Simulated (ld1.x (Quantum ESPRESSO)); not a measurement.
Reading a pseudo-wave (aluminium)

Columns: radius, all-electron u(r) and pseudo u(r) of the 3p shell (level -3.41 eV) of aluminium in the configuration [Ne] 3s1 3p2; LDA (PZ), non-relativistic, PAW scheme, ld1.x (Quantum ESPRESSO) 7.5.

```json
{"r (bohr)": "0.135", "all-electron": "0.1169", "pseudo": "-0.0061"}
{"r (bohr)": "0.270", "all-electron": "0.2161", "pseudo": "-0.0240"}
{"r (bohr)": "0.405", "all-electron": "0.2261", "pseudo": "-0.0527"}
{"r (bohr)": "0.540", "all-electron": "0.1759", "pseudo": "-0.0907"}
{"r (bohr)": "0.675", "all-electron": "0.0952", "pseudo": "-0.1360"}
{"r (bohr)": "0.810", "all-electron": "0.0029", "pseudo": "-0.1862"}
{"r (bohr)": "0.945", "all-electron": "-0.0899", "pseudo": "-0.2389"}
{"r (bohr)": "1.080", "all-electron": "-0.1774", "pseudo": "-0.2919"}
{"r (bohr)": "1.215", "all-electron": "-0.2566", "pseudo": "-0.3429"}
{"r (bohr)": "1.350", "all-electron": "-0.3261", "pseudo": "-0.3902"}
{"r (bohr)": "1.485", "all-electron": "-0.3857", "pseudo": "-0.4325"}
{"r (bohr)": "1.620", "all-electron": "-0.4357", "pseudo": "-0.4691"}
{"r (bohr)": "1.755", "all-electron": "-0.4766", "pseudo": "-0.4994"}
{"r (bohr)": "1.890", "all-electron": "-0.5090", "pseudo": "-0.5238"}
{"r (bohr)": "2.025", "all-electron": "-0.5338", "pseudo": "-0.5424"}
{"r (bohr)": "2.160", "all-electron": "-0.5516", "pseudo": "-0.5559"}
{"r (bohr)": "2.295", "all-electron": "-0.5633", "pseudo": "-0.5650"}
{"r (bohr)": "2.430", "all-electron": "-0.5697", "pseudo": "-0.5700"}
{"r (bohr)": "2.565", "all-electron": "-0.5713", "pseudo": "-0.5714"}
{"r (bohr)": "2.700", "all-electron": "-0.5691", "pseudo": "-0.5691"}
{"r (bohr)": "2.835", "all-electron": "-0.5634", "pseudo": "-0.5634"}
{"r (bohr)": "2.970", "all-electron": "-0.5549", "pseudo": "-0.5549"}
{"r (bohr)": "3.105", "all-electron": "-0.5441", "pseudo": "-0.5441"}
{"r (bohr)": "3.240", "all-electron": "-0.5314", "pseudo": "-0.5314"}
{"r (bohr)": "3.375", "all-electron": "-0.5172", "pseudo": "-0.5172"}
{"r (bohr)": "3.510", "all-electron": "-0.5019", "pseudo": "-0.5019"}
```

How many radial nodes do the two functions have?

The all-electron 3p function has n − l − 1 = 1; the pseudo-wave has 0, since the states of the same l below it are removed with the core.

At about which radius was the pseudo-wave matched?

2.60 bohr. The columns agree to 0.0005 from 2.43 bohr on; several derivatives are matched, so the curves merge somewhat inside the radius.

Where does each function peak?

Outermost all-electron maximum near 2.56 bohr, pseudo maximum near 2.56 bohr (to the table’s step).

Is the pseudo-wave norm-conserving?

No, it belongs to a PAW set: the norm inside the radius is not constrained, and the difference is carried by the augmentation charge.
